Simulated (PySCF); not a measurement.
SnClI, SMILES [Sn]([Cl])[I] (connectivity only; charge and spin as stated), neutral, multiplicity 1.

Coordinates come from a B3LYP-D3(BJ)/def2-SVP optimisation. The def2 effective core potentials stand for the cores of I, Sn; spin–orbit coupling is left out.

Computed with PySCF with TDDFT-CAM-B3LYP/def2-SVPD.

Vertical excitations. The molecule is in vacuum. State labels are in the subgroup Cs.

Computed lowest excited states:
| state | symmetry | energy (eV) | λ (nm) | f | main pairs |
|---|---|---|---|---|---|
| S1 | A" | 3.17 | 391 | 0.008 | HOMO→LUMO 94 % |
| S2 | A" | 3.41 | 363 | 0.003 | HOMO−1→LUMO 94 % |
| S3 | A' | 3.83 | 324 | 0.024 | HOMO−2→LUMO 93 % |
| S4 | A" | 4.90 | 253 | 0.005 | HOMO−4→LUMO 99 % |
| S5 | A' | 4.94 | 251 | 0.019 | HOMO→LUMO+1 78 %, HOMO−1→LUMO+1 13 % |
| S6 | A" | 5.15 | 241 | 0.002 | HOMO−2→LUMO+1 94 % |
| S7 | A' | 5.15 | 241 | 0.007 | HOMO−3→LUMO 69 %, HOMO→LUMO+2 14 %, HOMO−1→LUMO+1 11 % |
| S8 | A" | 5.34 | 232 | 0.005 | HOMO−5→LUMO 96 % |
| S9 | A' | 5.49 | 226 | 0.089 | HOMO→LUMO+2 46 %, HOMO−1→LUMO+1 22 %, HOMO−3→LUMO 18 %, HOMO→LUMO+1 9 % |
| S10 | A' | 5.76 | 215 | 0.064 | HOMO−1→LUMO+2 91 % |
| T1 | A" | 2.48 | 500 | 0 | HOMO→LUMO 60 %, HOMO−1→LUMO 36 % |
| T2 | A" | 3.26 | 380 | 0 | HOMO−1→LUMO 62 %, HOMO→LUMO 37 % |
| T3 | A' | 3.26 | 380 | 0 | HOMO−2→LUMO 98 % |
| T4 | A' | 4.30 | 288 | 0 | HOMO→LUMO+1 70 %, HOMO−1→LUMO+1 23 % |
Triplets are in the Tamm–Dancoff approximation, which puts them higher than full response would, so one can lie above its singlet here.
